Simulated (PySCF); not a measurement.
CH6ClFSi3, SMILES F[Si@]1(Cl)C[SiH2][SiH2]1.

The structure is a stationary point at PBE-D3(BJ)/def2-SVP. The structure was generated by enumeration; whether it is a known compound was not checked.

Two levels are set side by side: PBE/def2-TZVP (PySCF) and ωB97X/def2-TZVP (PySCF). Same geometry, gas phase. Differences are taken from unrounded values.

```tsv
quantity	ωB97X	PBE	PBE minus ωB97X
orbital gap (eV)	10.63	4.48	-6.15
highest occupied level (eV)	-9.78	-6.55	3.23
lowest empty level (eV)	0.85	-2.07	-2.92
dipole moment (D)	2.21	2.02	-0.19
mean polarisability (bohr³)	103.8	109.8	6.0
```

PBE's occupied levels lie high since its potential decays too fast outside the molecule; exact exchange lowers them and widens the gap. Loosely held outer electrons make PBE densities more polarisable. Differences between two approximate levels are no errors against the true value.

Rough cost on one machine, each run with all the roots and properties that it gave: ωB97X against PBE within a factor of 2.
